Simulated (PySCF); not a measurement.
## Electron correlation in Pd²⁺ (palladium, charge +2)

[Kr] 4d8, high-spin 3F determinant. Calculation: PySCF 2.14, in x2c-TZVPPall (8s6p6d2f1g, 79 functions); scalar relativity by spin-free X2C-1e. Frozen: [Kr]; 8 electrons correlated.

```csv
level,correlation energy (mhartree)
CCSD,-209.60
(T),-4.89
CCSD(T),-214.49
```

Diagnostics: T1 = 0.0012, D1 = 0.0019, largest double amplitude 0.019.

Cost of the coupled-cluster step: about 8 core-seconds, for 8 correlated electrons.

Iterations:

```
CC2 = 0
CCSD nocc = (np.int64(5), np.int64(3)), nmo = (61, 61)
frozen orbitals [[0, 1, 2, 3, 4, 5, 6, 7, 8, 9, 10, 11, 12, 13, 14, 15, 16, 17], [0, 1, 2, 3, 4, 5, 6, 7, 8, 9, 10, 11, 12, 13, 14, 15, 16, 17]]
max_cycle = 100
direct = 0
conv_tol = 1e-08
conv_tol_normt = 1e-06
diis_space = 8
diis_start_cycle = 0
Init t2, MP2 energy = -0.210993561520278
Init E_corr(UCCSD) = -0.210993561521046
cycle = 1  E_corr(UCCSD) = -0.208800528097052  dE = 0.00219303342  norm(t1,t2) = 0.0130313
cycle = 2  E_corr(UCCSD) = -0.20941171716962  dE = -0.000611189073  norm(t1,t2) = 0.00455339
cycle = 3  E_corr(UCCSD) = -0.209585974127163  dE = -0.000174256958  norm(t1,t2) = 0.00237682
cycle = 4  E_corr(UCCSD) = -0.209604050444017  dE = -1.80763169e-05  norm(t1,t2) = 0.000750669
cycle = 5  E_corr(UCCSD) = -0.209593883902183  dE = 1.01665418e-05  norm(t1,t2) = 0.000255183
cycle = 6  E_corr(UCCSD) = -0.209595176649309  dE = -1.29274713e-06  norm(t1,t2) = 7.51885e-05
cycle = 7  E_corr(UCCSD) = -0.209595634012772  dE = -4.57363463e-07  norm(t1,t2) = 1.43788e-05
cycle = 8  E_corr(UCCSD) = -0.209595404652642  dE = 2.2936013e-07  norm(t1,t2) = 4.10585e-06
cycle = 9  E_corr(UCCSD) = -0.209595394433998  dE = 1.02186438e-08  norm(t1,t2) = 8.52924e-07
cycle = 10  E_corr(UCCSD) = -0.209595408879492  dE = -1.44454936e-08  norm(t1,t2) = 1.71154e-07
cycle = 11  E_corr(UCCSD) = -0.20959540706863  dE = 1.81086202e-09  norm(t1,t2) = 4.07692e-08
UCCSD converged
E(UCCSD) = -5042.0804626598  E_corr = -0.2095954070686295
UCCSD(T) correction = -0.00489091802856594
```
